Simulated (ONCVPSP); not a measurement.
# tellurium (Te), ONCV: configuration errors across variants

Te (Z = 52), optimised norm-conserving Vanderbilt (ONCV), made with ONCVPSP 4.0.1 (PBE, scalar-relativistic). Core [Ar] 3d10, reference 4s2 4p6 4d10 5s1.75 5p4.25. Waves: 4s+5s: rc 1.35 bohr, ncon 4, nbas 7, qcut 8.1 1/bohr, 2 projectors; 4p+5p: rc 1.30 bohr, ncon 5, nbas 8, qcut 12.5 1/bohr, 2 projectors; 4d: rc 0.90 bohr, ncon 4, nbas 9, qcut 9 1/bohr, 2 projectors, debl 0.5 Ha. Local part: polynomial inside 0.70 bohr (lpopt 3, dvloc0 0 Ha). Core correction: Teter function, parameters optimised by the program.

In the d channel the program set the typed energies aside and used -1.543, 0.250 Ha.

All-electron excitation energies from the reference (eV): (1) 4s2 4p6 4d10 5s2 5p4 -2.295; (2) 4s2 4p6 4d10 5s2 5p3 7.434; (3) 4s2 4p6 4d10 5s2 5p2 25.359; (4) 4s1 4p6 4d10 5s2 5p4 171.063.

Errors AE − PS in meV (a dash: test not solved or not reliable):

```csv
change,(1),(2),(3),(4),bound ghosts,GHOST(+) flags above zero
base,+0.1,-1.8,-5.5,-512,none,s
p: rc 0.88,+0.1,-1.6,-5.0,-533,none,s
p: rc 1.04,+0.1,-1.6,-4.8,-531,none,s
p: rc 1.12,+0.1,-1.6,-5.0,-525,none,s
p: rc 1.2,+0.1,-1.7,-5.2,-520,none,s
p: rc 1.32,+0.1,-1.9,-5.6,-509,none,s
p: rc 1.44,+0.1,-2.0,-6.1,-498,none,s
p: rc 1.66,+0.1,-2.3,-6.7,-482,none,s
p: rc 1.8,+0.1,-2.4,-6.9,-479,none,s
p: rc 1.92,+0.1,-2.4,-7.1,-468,none,s
```

(1) Give the same row for: p: rc 1.56.

Results:

(1) +0.1, -2.2, -6.4, -490; bound ghosts: none; GHOST(+) flags above zero: s.
